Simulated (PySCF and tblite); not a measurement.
Values are calculated unless marked as measured or tabulated.
2 diastereomers of C8H11NO, numbered alike:

```tsv
isomer	SMILES	descriptors (one enantiomer)
A	[CH3:1][CH2:2][C@@:3]12[CH2:4][CH2:5][C@H:6]([C:7]#[N:8])[C@@H:9]1[O:10]2	3R, 6R, 9S
B	[CH3:1][CH2:2][C@@:3]12[CH2:4][CH2:5][C@@H:6]([C:7]#[N:8])[C@@H:9]1[O:10]2	3R, 6S, 9S
```

Each isomer is a Boltzmann average at 298.15 K over at most 3 conformers: GFN2-xTB geometries, energies B3LYP/def2-SVP (IEF-PCM, acetonitrile) (D3(BJ) added where defined), GIAO shieldings wB97X-D/pcSseg-1 (IEF-PCM, acetonitrile), GFN2-xTB thermal terms. Programs: PySCF with density fitting and tblite.

(1) What shifts does each isomer give (ppm; of two unlike H on one atom, a is the less shielded)?

Shifts are unscaled: against experiment ¹³C can be off by 15 ppm or more and ¹H by 0.8 ppm. The cap on conformers cut off some of the population, so the set may be incomplete.

Results:

(1) 
A: ¹H (against TMS): 3.28 (H9, 1H), 2.83 (H6, 1H), 2.16 (H5a, 1H), 2.07 (H4a, 1H), 1.85 (H2a, 1H), 1.82 (H2b, 1H), 1.78 (H5b, 1H), 1.77 (H4b, 1H), 1.05 (H1, 3H). ¹³C (against TMS): 133.1 (C7), 67.3 (C3), 60.4 (C9), 33.0 (C4), 30.9 (C6), 30.4 (C5), 28.9 (C2), 12.0 (C1).

B: ¹H (against TMS): 3.30 (H9, 1H), 3.18 (H6, 1H), 2.04 (H4a, 1H), 1.95 (H5a, 1H), 1.92 (H4b, 1H), 1.92 (H5b, 1H), 1.89 (H2a, 1H), 1.86 (H2b, 1H), 1.10 (H1, 3H). ¹³C (against TMS): 132.2 (C7), 66.6 (C3), 59.8 (C9), 31.8 (C4), 30.5 (C6), 30.0 (C5), 28.8 (C2), 12.3 (C1).
